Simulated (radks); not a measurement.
S5+, 11 electrons, occupied as [Ne] 3s1. Method: scalar-relativistic Kohn-Sham, PBEsol, spin-polarised, spherical densities, point nucleus; open shells are filled with parallel spins first; computed with a radial shooting solver on a logarithmic mesh with Libxc functionals.

Local quantities along the radius. ELF = 1/(1 + alpha^2) is the electron localisation function; alpha = (tau - tau_W)/tau_unif compares the Pauli kinetic energy density with that of the uniform gas (summed over spins). tau is taken from the large components.

```
   r/bohr * ELF (the largest magnitude, 1, reaches the edge; | marks zero)
 0.004449 |                                                      *
  0.00561 |                                                      *
 0.007075 |                                                      *
 0.008923 |                                                      *
  0.01125 |                                                      *
  0.01431 |                                                      *
  0.01804 |                                                      *
  0.02275 |                                                      *
  0.02869 |                                                      *
  0.03618 |                                                      *
    0.046 |                                                      *
  0.05801 |                                                     *
  0.07316 |                                                    *
  0.09226 |                                             *
   0.1164 |                            *
   0.1467 |             *
   0.1865 |             *
   0.2352 |                          *
   0.2967 |                                        *
   0.3741 |                                              *
   0.4718 |                                               *
    0.595 |                                          *
   0.7564 |                      *
    0.954 |      *
    1.203 |                     *
    1.517 |                                                   *
    1.913 |                                                      *
    2.413 |                                                      *
    3.068 |                                                      *
    3.869 |                                                      *
```

On this mesh the ELF has minima near r = 0.17, 0.95 bohr, which separate the shells, and maxima near 0.42 (0.87).
